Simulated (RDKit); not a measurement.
Input for RDKit: UFF on C2H2O2 (a complex), monomers drawn apart or pushed together.

```python
from rdkit import Chem
from rdkit.Chem import AllChem, rdDetermineBonds

blocks = [
'''2

C    -0.23779927    0.42744855   -0.08653006
O    -0.15904852   -0.39719256   -0.84732123
''',
'''4

C     0.81748937    0.31441587    4.32348188
O     0.99379144   -0.70634822    3.71740719
H     0.42252005    1.22279816    3.83199133
H     1.04185539    0.39631525    5.40414116
''',
]
mol = None
for b in blocks:
    f = Chem.MolFromXYZBlock(b)
    rdDetermineBonds.DetermineBonds(f, charge=0)
    mol = f if mol is None else Chem.CombineMols(mol, f)
Chem.SanitizeMol(mol)
print(Chem.MolToSmiles(Chem.RemoveHs(mol)))
ff = AllChem.UFFGetMoleculeForceField(mol, vdwThresh=100.0, ignoreInterfragInteractions=False)
e = ff.CalcEnergy()
print(f'UFF energy {e:.6f} kcal/mol')
```

Output:

```
C=O.[C-]#[O+]
UFF energy 0.727111 kcal/mol
```

The run finished.

Cost: very roughly 0.05 core-seconds.
